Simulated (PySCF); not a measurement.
Si(H)(Me)2(SeH) (C2H8SeSi), SMILES C[SiH](C)[SeH].

Geometry: r2SCAN-D4/def2-SVP. Other conformers were not sampled.

These are PBE/def2-TZVP in PySCF values and carry that method's errors.

Symmetry labels are those of the subgroup Cs that the program uses (full group Cs).

**Question.** List the valence orbital energies around the gap with their symmetry. (Estimate from the structure and the level; the computed values follow.)

**Answer.** 
```
orbital  symmetry  energy (eV)
-------  --------  -----------
HOMO−7         A'       -10.20
HOMO−6         A"        -9.76
HOMO−5         A"        -9.73
HOMO−4         A'        -9.31
HOMO−3         A'        -7.84
HOMO−2         A"        -7.81
HOMO−1         A'        -7.28
HOMO           A"        -5.64
LUMO           A'        -0.58
LUMO+1         A'        -0.12
LUMO+2         A'         0.21
LUMO+3         A"         0.49
```
